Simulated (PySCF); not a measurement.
C₃S₂.

```xyz
5

S      0.0000     0.0000    -2.8402
C      0.0000     0.0000    -1.2831
C      0.0000     0.0000     0.0000
C      0.0000     0.0000     1.2831
S      0.0000     0.0000     2.8402
```
Charge 0, spin multiplicity 1.

Geometry: PBE0-D3(BJ)/def2-SVP.

Level of theory: PBE/pcSseg-1 (PySCF). Non-relativistic, no solvent.

Give the absolute GIAO shielding of each atom: isotropic value and principal components (ppm). (The exact figures need the calculation; the answer reports its results.)


```
atom  σ(iso)    σ11    σ22     σ33   span
----  ------  -----  -----  ------  -----
S1     590.3  354.7  354.7  1061.4  706.7
C2      51.2  -68.4  -68.4   290.6  359.0
C3     117.3   30.0   30.0   291.9  261.8
C4      51.2  -68.4  -68.4   290.6  359.0
S5     590.3  354.7  354.7  1061.4  706.7
```
